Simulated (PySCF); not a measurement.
## Computed structure and properties of [TaOCl4]−

System: [TaOCl4]− (singlet); start: template (C3v). Method: PySCF 2.14.0, RKS PBE, Ta def2-SVP with ECP60, O def2-SVP, Cl def2-SVP; non-relativistic Hamiltonian with scalar-relativistic core potentials where named; density fitting; no spin-orbit coupling.

Input of the relaxation:

```python
mol = gto.M(atom='''
Ta    -0.00000    -0.00000     0.16373
O     -0.00000    -0.00000     1.71773
Cl     0.00000     0.00000    -2.12407
Cl     2.28780    -0.00000     0.16373
Cl    -1.14390     1.98130     0.16373
Cl    -1.14391    -1.98129     0.16373''',
    basis={'Ta': 'def2-SVP', 'O': 'def2-SVP', 'Cl': 'def2-SVP'},
    ecp={'Ta': 'def2-SVP'},
    charge=-1, spin=0)
mf = dft.RKS(mol, xc='PBE')
mf.grids.atom_grid = (50, 194)
mf = mf.density_fit()  # fitting sets: Ta def2-universal-JKFIT, O def2-universal-JKFIT, Cl def2-universal-JKFIT
mf.conv_tol = 1e-08; mf.max_cycle = 55
mf.kernel(dm0)  # dm0: converged density of the start geometry
# quasi-Newton relaxation in Cartesian coordinates to a largest gradient under 0.00045 Eh/bohr, steps kept in the point group
```

Run from Python with OMP_NUM_THREADS=2; the lines above give its settings. Where DIIS fails, smearing, a level shift and second-order steps follow.
It took 29 s on 2 threads of Arm Neoverse V2 (shared host), from the converged density of the start.

Course of the relaxation:

```
step  energy above end (eV)  largest force component within the symmetry (eV/Å)
   0                 2.1709                                              16.991
   1                 0.3168                                               4.322
   2                 0.0777                                               2.219
   3                 0.0042                                               0.229
   4                 0.0013                                               0.111
   5                 0.0001                                               0.027
   6                 0.0000                                               0.005
```

Relaxed geometry (C3v):

```xyz
6

Ta    0.0000    0.0000    0.2354
O     0.0000    0.0000    1.9930
Cl    0.0000    0.0000   -2.2998
Cl    2.3639    0.0000    0.1066
Cl   -1.1820    2.0472    0.1066
Cl   -1.1820   -2.0472    0.1066
```

| contact | Å |
| --- | --- |
| Ta1–O2 (O) | 1.758 |
| Ta1–Cl3 (Cl) | 2.535 |
| Ta1–Cl4 (Cl) | 2.367 |
| Ta1–Cl5 (Cl) | 2.367 |
| Ta1–Cl6 (Cl) | 2.367 |

On the finer grid (75, 302):

The HOMO is -2.23 eV. The LUMO is 1.40 eV, the dipole about the centre of mass is 1.01 D and the set of Mulliken populations of Ta1 outside the core potential is s 2.51, p 6.54, d 3.23, f 0.16. The D3(BJ) dispersion energy (not in the energies) is -0.261 eV.

```tsv
atom	Mulliken (e)	Löwdin (e)	spin (e)
Ta1	0.56	-0.91	0.00
O2	-0.30	-0.13	0.00
Cl3	-0.43	-0.15	0.00
Cl4	-0.28	0.06	0.00
Cl5	-0.28	0.06	0.00
Cl6	-0.28	0.06	0.00
```

On the grid (50, 194), as all that follows. Harmonic modes: a minimum within the noise of the softest modes; lowest 53 cm⁻¹ (negative: unstable), highest 913 cm⁻¹, zero-point energy 0.198 eV.

Rigid scan of O along the line from its metal, all other atoms held (where the atom bridges, its other bond changes as well):

```csv
distance to O2 (Å),energy (eV)
1.46,3.501
1.56,1.291
1.66,0.269
1.76,0.000
1.86,0.192
1.96,0.657
2.06,1.268
2.21,2.295
```

Taking off one Cl (charge -1, singlet; the rest: singlet) in vacuum, both parts rigid, costs 3.74 eV; the small basis without counterpoise inflates it.

Rigid scan of Cl along the line from its metal, all other atoms held (where the atom bridges, its other bond changes as well):

(distance to Cl3 (Å), energy (eV)): (2.24, 0.571), (2.34, 0.219), (2.44, 0.048), (2.54, 0.000), (2.64, 0.036), (2.74, 0.125), (2.94, 0.390), (3.24, 0.846), (3.64, 1.398), (4.14, 1.926)

One start shape was tried, so this needn't be the lowest isomer.
